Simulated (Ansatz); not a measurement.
Geometry optimisation, RKS PBE0-D4/def2-SVP in Ansatz 0.2.0.

input.yaml

```yaml
crystal:
  periodic: [false, false, false]
  atoms:
    - { symbol: Si, position_ang: [0.485611, 0.092024, -0.077804] }
    - { symbol: H, position_ang: [0.072109, -0.230597, 1.299153] }
    - { symbol: H, position_ang: [1.972758, 0.011911, -0.150784] }
    - { symbol: F, position_ang: [0.079098, 1.619649, -0.433553] }
    - { symbol: H, position_ang: [-0.117086, -0.857706, -1.047342] }
    - { symbol: O, position_ang: [-2.313962, 0.13656, 0.604093] }
    - { symbol: Si, position_ang: [-3.457317, -1.007491, 0.176276] }
    - { symbol: H, position_ang: [-2.83743, -2.357441, -0.009959] }
    - { symbol: H, position_ang: [-4.527601, -1.126657, 1.213682] }
    - { symbol: H, position_ang: [-4.044349, -0.539389, -1.106544] }
    - { symbol: H, position_ang: [-1.778631, -0.019963, 1.410581] }
basis:
  gaussian: { orbitals: def2-SVP }
hamiltonian:
  xc: pbe0
  dispersion: d4
relax:
  f_tol: 0.03
  max_steps: 50
output:
  orbitals: {}
```

Command:

```bash
$ ansatz run input.yaml --threads 2 --pin off --max-ram 3072MiB --backend cpu --events-out ev --progress --plain --runs-dir out
```

Problem. Where does it end, and by what steps?

Solution. The forces met the threshold. The force dipped under the threshold on the way, but the program's further checks kept it going. After 30 steps the energy has fallen by 0.229 eV; H2 moved furthest, 1.77 Å.

| step | energy less start (eV) | largest force component (eV/Å) | accepted |
| --- | --- | --- | --- |
| 0 | 0.0000 | 0.678 | yes |
| 2 | 0.0189 | 1.088 | no |
| 4 | -0.0611 | 0.110 | yes |
| 6 | -0.0654 | 0.067 | yes |
| 8 | -0.0744 | 0.587 | yes |
| 10 | -0.0882 | 0.205 | yes |
| 12 | -0.0962 | 0.262 | yes |
| 14 | -0.1077 | 0.410 | yes |
| 16 | -0.1234 | 0.535 | yes |
| 18 | -0.1707 | 0.145 | yes |
| 20 | -0.1980 | 0.239 | yes |
| 22 | -0.2203 | 0.135 | yes |
| 24 | -0.2264 | 0.124 | yes |
| 26 | -0.2279 | 0.039 | yes |
| 28 | -0.2286 | 0.022 | yes |
| 30 | -0.2289 | 0.022 | yes |

```xyz
11
Properties=species:S:1:pos:R:3
Si 0.547 0.071 -0.160
H 0.143 -1.355 -0.062
H 2.007 0.208 0.104
F -0.210 0.917 1.029
H 0.199 0.673 -1.472
O -2.515 0.165 -0.147
Si -3.430 -1.116 0.403
H -2.617 -2.060 1.236
H -4.592 -0.657 1.229
H -3.930 -1.825 -0.806
H -2.067 0.701 0.522
```

Time of the run: 59 s on 2 threads of Arm Neoverse V2, with other jobs on the host, peak memory 0.2 GiB.
